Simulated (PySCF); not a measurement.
Levels of Rb(32+) from EOM-EA-GCCSD

Reference: closed-shell Rb(33+), [He] 2s2; one electron is added. Calculated with PySCF 2.14, two-component X2C-1e with screened spin-orbit coupling, an uncontracted even-tempered set (17 s from 3.1 bohr⁻², ratio 2.6; 12 p from 4.1 bohr⁻², ratio 2.6; 7 d from 4.2 bohr⁻², ratio 2.8; 4 f from 82 bohr⁻², ratio 2.8); frozen nothing; the 32 highest virtual spinors dropped; of the others 50 kept and the rest restored at second order. No Breit or QED terms. Binding energies in eV.

```
level  Koopmans
2p1/2    3994.1
2p3/2    3923.2
```

**Question.** How does correlation move these levels?

**Answer.** 2p1/2: second order 3994.2, EOM-CCSD 3992.0; 2p3/2: second order 3923.7, EOM-CCSD 3922.9.

For comparison, the ionisation energy of Rb(32+) is 3988 ± 3 eV (semi-empirical (NIST evaluation); NIST Atomic Spectra Database, ionization energies).

Only part of the computed levels is shown.
